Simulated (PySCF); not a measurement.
An unknown is described by computed data only.

Formula: C5H7NOS.

| Quantity | Value |
| --- | --- |
| UV, strongest line | among the 6 lowest singlet transitions: S4 at 5.48 eV (226 nm, f = 0.113) [TDDFT PBE0/def2-SVPD] |
| UV, first state | lowest singlet excitation: 4.97 eV (250 nm, f = 0.039) [TDDFT PBE0/def2-SVPD] |
| Triplet | lowest triplet excitation (Tamm–Dancoff): 3.79 eV [TDA PBE0/def2-SVPD] |
| Dipole | 4.40 D [PBE0/def2-SVPD] |
| Rotational structure | rotational constants A, B, C: 7.133, 0.563, 0.530 GHz [GFN2-xTB] |
| 13C NMR | chemical shifts (computed TMS as zero) by class: 150.5 (1 C), 119.0 (1 C), 107.3 (1 C), 53.9 (1 C), 22.9 (1 C) ppm [GIAO PBE0/pcSseg-1] |
| Polarisability | 93.2 au [PBE0/def2-SVPD] |

The electronic properties come from PySCF, for the isolated species, density fitting. Levels stand in brackets. The structure is a single GFN2-xTB conformer in the gas phase; no vibrational or solvent corrections. NMR classes are plain means over equivalent atoms (diastereotopic ones count apart unless rotation or inversion swaps them), as if these changed places fast.

Question: What is the compound? Reason from the data.

Answer: Numbering: `[CH3:1][S:2]/[CH:3]=[CH:4]/[O:5][CH2:6][C:7]#[N:8]`. Its formula, C5H7NOS, gives 3 degrees of unsaturation: 0 rings and 3 π bonds in the structure found. 5 carbons fall into 5 classes; from least to most shielded: vinylic carbon bearing oxygen [C4] (150.5 ppm), nitrile carbon [C7] (119.0 ppm), alkene CH carbon [C3] (107.3 ppm), sp3 carbon bound to oxygen [C6] (53.9 ppm), S-methyl carbon [C1] (22.9 ppm). The optimised geometry has point group C1 and is an asymmetric top. Structure: `CS/C=C/OCC#N`. Computed isomers that give other values at the same levels: `COC(=S)[C@H](C)C#N` (13C chemical shifts (computed TMS as zero) by class: 226.9 (1 C), 122.6 (1 C), 61.7 (1 C), 44.1 (1 C), 21.3 (1 C) ppm); `CCOc1cncs1` (13C chemical shifts (computed TMS as zero) by class: 170.9 (1 C), 139.2 (1 C), 125.3 (1 C), 73.0 (1 C), 14.9 (1 C) ppm); `COC(=S)CCC#N` (13C chemical shifts (computed TMS as zero) by class: 233.4 (1 C), 122.9 (1 C), 61.1 (1 C), 45.8 (1 C), 22.2 (1 C) ppm). The assignments are read from this structure; whether some other isomer fits the data as well wasn't checked.

The values belong to the conformer `[CH3:1][S:2]/[CH:3]=[CH:4]/[O:5][CH2:6][C:7]#[N:8]`: C1–S2–C3–C4 -150°, C3–C4–O5–C6 0°, C4–O5–C6–C7 176°.
